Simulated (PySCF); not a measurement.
C3H8FNSi, SMILES C/N=C/[C@H](F)[SiH3].

Coordinates come from a B3LYP-D3(BJ)/def2-SVP optimisation. The structure was generated by enumeration; whether it is a known compound was not checked. Other conformers were not sampled.

Method: TDA-M06-2X/def2-SVPD in PySCF.

Vertical excitations. The molecule is in vacuum.

```csv
state,energy (eV),λ (nm),f,main pairs
S1,4.92,252,0.001,HOMO→LUMO 86 %
S2,6.89,180,0.080,"HOMO−1→LUMO 74 %, HOMO−2→LUMO 12 %"
S3,7.64,162,0.021,HOMO→LUMO+1 77 %
S4,7.93,156,0.112,"HOMO−2→LUMO 19 %, HOMO−5→LUMO 14 %, HOMO→LUMO+2 14 %, HOMO→LUMO+1 9 %"
S5,8.03,154,0.033,"HOMO→LUMO+2 24 %, HOMO−5→LUMO 15 %, HOMO−1→LUMO+1 14 %, HOMO−3→LUMO 11 %"
S6,8.23,151,0.022,"HOMO−1→LUMO+1 51 %, HOMO→LUMO+2 26 %"
S7,8.26,150,0.014,"HOMO→LUMO+2 15 %, HOMO→LUMO+3 13 %, HOMO−1→LUMO+2 11 %, HOMO−3→LUMO 8 %"
S8,8.43,147,0.067,"HOMO→LUMO+4 21 %, HOMO−3→LUMO 19 %, HOMO−2→LUMO 16 %, HOMO→LUMO+3 13 %"
S9,8.52,146,0.054,"HOMO−1→LUMO+2 23 %, HOMO→LUMO+3 17 %, HOMO−3→LUMO 9 %, HOMO−1→LUMO+5 6 %"
S10,8.59,144,0.033,"HOMO→LUMO+3 36 %, HOMO→LUMO+4 12 %, HOMO−1→LUMO+2 11 %, HOMO→LUMO+2 9 %"
T1,4.23,293,0,HOMO→LUMO 84 %
T2,5.09,244,0,"HOMO−1→LUMO 64 %, HOMO−2→LUMO 18 %"
T3,6.92,179,0,"HOMO−2→LUMO 53 %, HOMO−1→LUMO 21 %"
T4,7.53,165,0,HOMO→LUMO+1 76 %
```
Triplets are in the Tamm–Dancoff approximation.
